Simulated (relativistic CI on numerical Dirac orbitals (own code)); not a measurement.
**Radial parameters of Pb LXXV**

Calculated at this level of theory: Dirac-Coulomb-Breit CI, KLI orbitals optimised for each configuration, QED by a radiative potential, unscaled Slater integrals (own radial code, finite nucleus).

Slater integrals F^k, G^k are unscaled and averaged over j, outside the closed core 1s2; ζ comes from projecting the Hamiltonian with its Breit term on Σ l·s of the shell.

- 2s²2p⁴: F^2(2p,2p) = 1.5778e+06, ζ(2p) = 1.2219e+07 cm⁻¹; <r>(2p) = 0.05896, <r^2>(2p) = 0.004264 (bohr units).
- 2s2p⁵: G^1(2s,2p) = 1.7277e+06, ζ(2p) = 1.2198e+07 cm⁻¹; <r>(2s) = 0.06537, <r^2>(2s) = 0.005107, <r>(2p) = 0.05901, <r^2>(2p) = 0.004271 (bohr units).
- 2s²2p³3s: F^2(2p,2p) = 1.5855e+06, ζ(2p) = 1.2345e+07, G^1(2p,3s) = 174930 cm⁻¹; <r>(2p) = 0.0587, <r^2>(2p) = 0.004224, <r>(3s) = 0.1556, <r^2>(3s) = 0.02775 (bohr units).

Averages of the first 10 configurations, taken without configuration mixing, which lowers the lowest level and can move excited configurations by several eV; other configurations of the list can lie among them:

```csv
Configuration,Parity,States,Average energy above the lowest level (eV)
2s²2p⁴,even,15,1525.0
2s2p⁵,odd,12,3540.8
2p⁶,even,1,5627.6
2s²2p³3s,odd,40,12915.1
2p⁵3s,odd,12,16941.0
2p⁵3p,even,36,17510.4
2s²2p³3p,even,120,13498.9
2p⁵3d,odd,60,17963.1
2s²2p³3d,odd,200,13951.4
2s2p⁴3s,even,60,14892.4
```
